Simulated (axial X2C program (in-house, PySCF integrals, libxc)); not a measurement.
## Curves of PtH by EOM-IP-CCSD

Calculated with an axial X2C code built on PySCF integrals: two-component X2C with atomic mean-field Coulomb and Gaunt terms, Gaussian nuclei, basis Pt dyall-acv3z, H dyall-av3z with contracted cores.

Energies in eV from the lowest point of the lowest state; states are followed by energy order within each Ω. Reference: PtH⁻, 12 electrons correlated in 94 virtual spinors with an MP2 remainder; levels at this size can be off by some tenths of an eV. Masses 194.965 and 1.008 u.

```
R (Å)  (1)Ω=1/2  (1)Ω=5/2
1.394    0.2009    0.2289
1.454    0.0473    0.0826
1.515    0.0000    0.0431
1.583    0.0406    0.0932
1.651    0.1529    0.2158
1.742    0.3774    0.4550
```

(1) Fit the curves (1)Ω=1/2, (1)Ω=5/2 near their minima.

For PtH⁻ at CCSD, and between the minima:

Re = 1.510 Å, ωe = 2371.5 cm⁻¹; removing the electron costs 1.843 eV without zero-point terms.

T1 of the reference reaches 0.037 (Lee–Taylor). Curves followed by order can swap character. Number of frozen shells: Pt 5 s, 4 p, 2 d, 1 f; H none. Roots with under 60 % one-particle weight at any point are counted in the labels but not shown, and the list ends where the roots sought for some Ω run out; states that need a further excitation are missing and may lie low or lowest. Curves with a minimum but no constants failed the fit check.

Answers

(1) At EOM-IP-CCSD from PtH⁻ (the fit fixes ωe to about one per cent; ωe of higher roots by this method can be off by ten per cent):

```tsv
state	Te (cm⁻¹)	Re (Å)	ωe (cm⁻¹)
(1)Ω=1/2	0	1.518	2396.3
(1)Ω=5/2	350	1.512	2442.2
```
